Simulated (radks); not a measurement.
Q: Neutral rhenium, [Xe] 4f14 5d5 6s2. Method: non-relativistic Kohn-Sham, PBE, spin-polarised, spherical densities, point nucleus; computed with a radial shooting solver on a logarithmic mesh with Libxc functionals. Every spin shell is full or empty, so the densities are truly spherical. Functionals are evaluated on that one density, not self-consistently. Rank these orbital-free kinetic functionals by their error against the exact value of the orbitals, and give that value: Thomas-Fermi, TF + vW/9, APBEK, revAPBEK, Thakkar, Pearson, PG1, DePristo-Kress, Ernzerhof.

A: Exact: 15784.2 hartree. From best to worst, with 100 (|E| - |E exact|)/|E exact| (equal figures are ties): APBEK +0.02, revAPBEK +0.16, DePristo-Kress -0.23, Ernzerhof -0.51, TF + vW/9 -0.72, Thakkar -0.79, Pearson -0.89, Thomas-Fermi -4.75, PG1 +12.70.
